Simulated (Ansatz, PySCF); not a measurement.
Gas-phase reaction in SMILES: B=O (HBO) + H+ -> B=[OH+]
Geometries: B3LYP-D3(BJ)/def2-TZVP minima from Ansatz (an electronic-structure program).
Geometry of the first species:
```
B
O 1 1.1991
H 1 1.1681 2 180.00
```

Property: proton affinity (enthalpy at 298 K, with B3LYP-D3(BJ) rigid-rotor harmonic-oscillator terms from PySCF), positive where the reaction releases energy, in kcal/mol. Valence correlation only, unless marked. Spin-orbit coupling is left out. No relativistic terms. Basis-set limits of correlation are two-point, X^-3; Hartree-Fock from the larger set.

```
level             program  proton affinity (kcal/mol)
----------------  -------  --------------------------
HF/def2-QZVPP      Ansatz                       173.6
RPA@PBE/cc-pVQZ    Ansatz                       164.8
RI-MP2/cc-pVTZ     Ansatz                       160.9
SCS-MP2/def2-SVP   Ansatz                       164.2
```

Task: Estimate the value at CCSD(T)/CBS(cc-pVTZ,cc-pVQZ) as computed with Ansatz.

Result: 162.7 kcal/mol, so SCS-MP2/def2-SVP differs from it by 1.5 kcal/mol.
